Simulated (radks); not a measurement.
Values are calculated unless marked as measured or tabulated.
Species: B3+. Configuration: [He] (the NIST ground configuration).

Code: a radial shooting solver on a logarithmic mesh with Libxc functionals. Model: scalar-relativistic Kohn-Sham, PBE, spin-polarised, spherical densities, finite nucleus; Fermi nuclear charge, rms radius 2.406 fm.

Energy parts (hartree):
total: -21.98899
kinetic: 21.95736
electron-nucleus: -46.84012
Hartree: 5.78213
exchange-correlation: -2.88837

Orbitals (lengths in bohr, moments of r in powers of bohr; r(max) is where P^2 peaks):
orbital	occ.	eigenvalue (hartree)	<r^2>	<r>	<r^4>	r(max)
1s	2	-8.50312	0.1443	0.3264	0.05469	0.2096

The highest occupied level is 1s at -231.38 eV. The electron density at the nucleus is 70.86 e/bohr^3 (large components only). The density falls to 0.001 e/bohr^3 at r = 1.23 bohr.
